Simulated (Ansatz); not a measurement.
Computed with Ansatz on PBE0-D4/def2-TZVP structures; ΔE is electronic, products minus reactants. CCSD(T)/CBS is the MP2 limit (def2-TZVPP, def2-QZVPP) plus CCSD(T) − MP2 in def2-TZVPP, frozen cores. DFT in def2-TZVPP. B3LYP here is the variant with VWN-RPA as its local correlation; programs differ in this. Each species was taken in one conformer, which may not be the lowest.

`C[SiH]1[SiH2][SiH2]1` + `NCS` → `CSCN` + `[SiH2]1[SiH2][SiH2]1`  (substitution at a C–Si bond)

```json
{"level": "PBE-D4", "ΔE (kJ/mol)": "25.3", "difference from CCSD(T)/CBS": "-4.5"}
{"level": "r2SCAN-D4", "ΔE (kJ/mol)": "27.3", "difference from CCSD(T)/CBS": "-2.5"}
{"level": "PBE0-D4", "ΔE (kJ/mol)": "28.1", "difference from CCSD(T)/CBS": "-1.7"}
{"level": "B3LYP-D4", "ΔE (kJ/mol)": "26.9", "difference from CCSD(T)/CBS": "-2.9"}
{"level": "ωB97X-V", "ΔE (kJ/mol)": "27.4", "difference from CCSD(T)/CBS": "-2.4"}
{"level": "ωB97M-V", "ΔE (kJ/mol)": "30.0", "difference from CCSD(T)/CBS": "0.2"}
{"level": "B2PLYP", "ΔE (kJ/mol)": "28.3", "difference from CCSD(T)/CBS": "-1.5"}
{"level": "PBE", "ΔE (kJ/mol)": "25.5", "difference from CCSD(T)/CBS": "-4.3"}
{"level": "r2SCAN", "ΔE (kJ/mol)": "27.1", "difference from CCSD(T)/CBS": "-2.7"}
{"level": "PBE0", "ΔE (kJ/mol)": "28.0", "difference from CCSD(T)/CBS": "-1.8"}
{"level": "B3LYP", "ΔE (kJ/mol)": "27.3", "difference from CCSD(T)/CBS": "-2.5"}
{"level": "HF/def2-TZVPP", "ΔE (kJ/mol)": "28.9", "difference from CCSD(T)/CBS": "-0.9"}
{"level": "MP2/def2-TZVPP", "ΔE (kJ/mol)": "30.9", "difference from CCSD(T)/CBS": "1.1"}
{"level": "SCS-MP2/def2-TZVPP", "ΔE (kJ/mol)": "29.6", "difference from CCSD(T)/CBS": "-0.2"}
{"level": "CCSD/def2-TZVPP", "ΔE (kJ/mol)": "31.1", "difference from CCSD(T)/CBS": "1.3"}
{"level": "CCSD(T)/def2-TZVPP", "ΔE (kJ/mol)": "30.1", "difference from CCSD(T)/CBS": "0.3"}
{"level": "HF/def2-QZVPP", "ΔE (kJ/mol)": "29.2", "difference from CCSD(T)/CBS": "-0.6"}
{"level": "MP2/def2-QZVPP", "ΔE (kJ/mol)": "30.9", "difference from CCSD(T)/CBS": "1.1"}
{"level": "SCS-MP2/def2-QZVPP", "ΔE (kJ/mol)": "29.5", "difference from CCSD(T)/CBS": "-0.3"}
{"level": "HF/CBS(def2)", "ΔE (kJ/mol)": "29.3", "difference from CCSD(T)/CBS": "-0.5"}
{"level": "MP2/CBS(def2)", "ΔE (kJ/mol)": "30.6", "difference from CCSD(T)/CBS": "0.8"}
{"level": "CCSD/CBS(def2)", "ΔE (kJ/mol)": "30.9", "difference from CCSD(T)/CBS": "1.1"}
{"level": "CCSD(T)/CBS", "ΔE (kJ/mol)": "29.8", "difference from CCSD(T)/CBS": "0"}
```

Largest T1 diagnostic among the species: 0.015.
